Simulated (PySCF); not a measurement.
# Radial density of Co (cobalt, neutral)

UHF, [Ar] 3d7 4s1 4p1, one real determinant (an excited configuration). All numbers are calculated (PySCF 2.14, the spin-free X2C one-electron Hamiltonian (Gaussian nucleus), in x2c-TZVPPall with one added diffuse shell each of s, p, d, f type (7s6p5d3f1g, 80 functions)).

| r (bohr) | 4πr²ρ (e/bohr) | 4πr²(ρα − ρβ) |
| --- | --- | --- |
| 0.000956 | 0.2152 | 0.0001 |
| 0.00161 | 0.5436 | 0.0002 |
| 0.00270 | 1.359 | 0.0005 |
| 0.00455 | 3.284 | 0.0011 |
| 0.00765 | 7.442 | 0.0026 |
| 0.0129 | 15.15 | 0.0050 |
| 0.0217 | 25.78 | 0.0080 |
| 0.0364 | 32.67 | 0.0087 |
| 0.0613 | 28.44 | 0.0085 |
| 0.103 | 26.88 | 0.0430 |
| 0.173 | 36.68 | 0.2250 |
| 0.292 | 22.71 | 0.9558 |
| 0.490 | 15.55 | 2.5733 |
| 0.825 | 16.38 | 2.7364 |
| 1.39 | 4.662 | 1.2772 |
| 2.33 | 1.094 | 0.7933 |
| 3.92 | 0.4410 | 0.4301 |
| 6.60 | 0.06190 | 0.0618 |
| 11.1 | 0.0008506 | 0.0008 |

Densities and radii are taken from the X2C orbitals without a picture-change correction, which distorts them close to the nucleus.

⟨L²⟩ = 14.01 against 20 for a pure G term, so this real determinant mixes terms.
